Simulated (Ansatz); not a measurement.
A made-up structure of AlH4SeO (charge +1), singlet:

```
7
angstrom
O -1.1298 0.1094 0.0869
Al 0.6574 0.6987 -0.0041
Se 2.1604 -0.9792 -0.2173
H 3.6388 -1.1104 0.0607
H -1.8751 0.7223 0.1795
H 0.5498 2.2463 0.0999
H 1.0958 -1.9971 -0.1953
```

It is relaxed with PBE-D4/def2-SVP and then PBE0-D4/def2-TZVP (Ansatz 0.2.0). Atoms count as bonded within 1.22 times the sum of their covalent radii (H–H: 0.88 Å). The end point is not checked to be a true minimum.

**Question.** Does its bonding change? (A judgement: the text doesn't fix the answer.)

**Answer.** Computed: No: no bond forms or breaks.

Where it ends: The first stage lowers the energy by 2.38 eV in 12 steps. It ends as AlH₄SeO ([OH][AlH][SeH2]), total charge +1:
| atom | x (Å) | y (Å) | z (Å) |
| --- | --- | --- | --- |
| O1 | -0.9706 | 0.0715 | 0.0092 |
| Al2 | 0.4777 | 0.8651 | 0.0113 |
| Se3 | 1.9565 | -1.0195 | -0.7638 |
| H4 | 3.0599 | -0.7841 | 0.1852 |
| H5 | -1.8821 | 0.3126 | 0.1728 |
| H6 | 1.1685 | 2.2330 | 0.2731 |
| H7 | 1.2872 | -1.9888 | 0.1223 |

Labels in which every atom is bracketed show which atoms are joined, not bond orders.

For scale, one of the runs: PBE0-D4/def2-TZVP relaxation, 140 basis functions, launched by `ansatz run in.yaml --threads 2 --pin off --events-out ev --progress --plain --max-ram 4352MiB`. The run took about 39 s on 2 CPU threads of an Arm Neoverse V1 (shared host).
